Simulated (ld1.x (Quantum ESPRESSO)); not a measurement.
# Before and after: TM semilocal potential for promethium (Pm)

```
Element                 : promethium
Generator               : ld1.x (Quantum ESPRESSO) 7.5
Type                    : norm-conserving Troullier–Martins (semilocal form)
Functional              : PBEsol
Relativity              : scalar-relativistic
Frozen core             : [Xe]
Valence charge          : 7
Reference configuration : 4f5 5d0 6s1.5 6p0.5
Partial waves           : 6p (bound): rc 3.10 bohr; 5d (bound, empty): rc 2.35 bohr; 4f (bound): rc 1.00 bohr; 6s (bound): rc 2.95 bohr
Local potential         : the s channel
Core correction         : a·sin(br)/r model core inside 0.60 bohr
```

All-electron outer shells of the reference configuration (PBEsol, scalar-relativistic, ld1.x):

```tsv
shell	level (eV)	outermost node (bohr)	outermost maximum (bohr)
5s	-42.56	0.70	1.29
5p	-23.33	0.75	1.46
6s	-3.92	1.73	3.68
4f	-2.82	–	0.64
5d	-2.30	0.86	2.17
6p	-1.51	2.09	4.96
```

Change: functional PBE.

Cutoffs: the cutoffs (Ry, on a coarse ladder) from which the occupation-weighted sum of valence levels, in a spherical-Bessel basis at the reference potential, stays within 10 and 1 mRy of its value at 400 Ry; they do not see the model core or the augmentation charge, which bear on the density cutoff. Errors are all-electron minus pseudo energies relative to the spin-unpolarised reference configuration.

Task: What does the change do?

Result: Of the 7 tests that both files solve, the error grows in 0 and shrinks in 2 by more than 15 % and 0.3 meV (median size 5.1 → 3.8 meV); neither file shows a bound ghost at the reference potential, the only one tested. A semilocal file is local in each channel, so a ghost entry of none says nothing of the separable form that plane-wave codes build from it.

| quantity | base | changed |
| --- | --- | --- |
| bound ghosts | none | none |
| error for 4f5 5d0 6s2 6p0, meV [ΔE -1.19 → -1.18 eV] | -0.6 | -0.6 |
| error for 4f5 5d0 6s1 6p0, meV [ΔE 4.70 eV] | -2.6 | -2.3 |
| error for 4f5 5d0 6s0 6p0, meV [ΔE 15.54 → 15.64 eV] | -56 | -45 |
| error for 4f4 5d1 6s1 6p0, meV [ΔE 7.65 → 7.62 eV] | -666 | -665 |
| error for 4f5 5d0 6s1 6p1, meV [ΔE 1.22 → 1.21 eV] | -1.3 | -1.3 |
| error for 4f4 5d0 6s0 6p0, meV [ΔE 38.78 → 38.83 eV] | -1586 | -1539 |
| error for 4f5 5d0 6s0 6p2, meV [ΔE 3.72 → 3.71 eV] | -5.1 | -3.8 |
| s: phases at 3.35 bohr within 0.05 rad from the reference energy up to (Ry; the scan ends near 5) | 0.4 | 0.4 |
| p: phases at 3.35 bohr within 0.05 rad from the reference energy up to (Ry; the scan ends near 5) | 0.1 | 0.1 |
| d: phases at 3.35 bohr within 0.05 rad from the reference energy up to (Ry; the scan ends near 5) | 1.9 | 1.9 |
| f: phases at 3.35 bohr within 0.05 rad from the reference energy up to (Ry; the scan ends near 5) | 4.3 | 4.3 |

Base: These tests converged, but a pseudo level misses the all-electron one widely, so the file describes the atom poorly there or has found another state: 4f4 5d0 6s0 6p0: 4f by 3.4 eV (a node warning on the way). Changed file: These tests converged, but a pseudo level misses the all-electron one widely, so the file describes the atom poorly there or has found another state: 4f4 5d0 6s0 6p0: 4f by 3.3 eV (a node warning on the way).
